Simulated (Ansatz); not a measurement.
`P[SiH2]C1CC1` + `[NH2][ZnH]` → `P[NH][ZnH]` + `[SiH3]C1CC1` at 400 K and 1 bar (cleavage of the P–Si bond).

Isolated molecules relaxed with PBE0-D4/def2-TZVP in Ansatz; ΔE leaves out vibrations. CCSD(T)/CBS adds triple-zeta CCSD(T) − MP2 to the extrapolated MP2 energy (def2 sets, frozen cores). For Zn outer-core shells are correlated without core-valence functions, which leaves a few kJ/mol of doubt a bond. Scalar relativity is left out up to krypton. One conformer a species, not always the lowest.

| species | CCSD(T)/CBS energy (Eh) | H − E (kJ/mol) | S (J/(mol·K)) |
| --- | --- | --- | --- |
| `P[SiH2]C1CC1` | -749.56339 | 317.0 | 399.3 |
| `[NH2][ZnH]` | -1834.88092 | 99.5 | 279.2 |
| `P[NH][ZnH]` | -2176.41496 | 130.3 | 338.2 |
| `[SiH3]C1CC1` | -408.01449 | 281.3 | 336.6 |

H − E and S are ideal-gas, rigid-rotor, harmonic terms from PBE0-D4/def2-TZVP, for one conformer and one mirror image of each species. 1 Eh = 2625.50 kJ/mol, R = 8.31446 J/(mol·K).

Task: By hand: ΔE, ΔH, ΔS and ΔG.

Result: ΔE = (-2176.41496) + (-408.01449) − (-749.56339) − (-1834.88092) = 0.01486 Eh = 39.0 kJ/mol. Δ(H − E) = 130.3 + 281.3 − 317.0 − 99.5 = -4.9, so ΔH = 34.1 kJ/mol. ΔS = 338.2 + 336.6 − 399.3 − 279.2 = -3.7 J/(mol·K). ΔG = 34.1 − 400 × (-3.7)/1000 = 35.6 kJ/mol.

Task: By hand: the equilibrium constant, and the temperature at which ΔG would vanish if ΔH and ΔS stayed fixed.

Result: log₁₀ K = −ΔG/(RT ln 10) = -4.6. ΔH and −TΔS have one sign here, so there is no such temperature. One of them is within its doubt of zero, so this could turn.

The number of gas molecules stays the same, so ΔS is small and ΔH decides. A doubt of 5 kJ/mol in ΔE shifts log₁₀ K by 0.7 here. Other conformers and mirror images would add mixing entropy, several J/(mol·K) or more a flexible species. Modes under 60 cm⁻¹, often nearly free rotors, make the harmonic entropy too high. These are equilibria of isolated gas molecules and say nothing of rates. Largest T1 diagnostic: 0.016 (customary marks: 0.02 for closed shells, 0.045 for open ones).
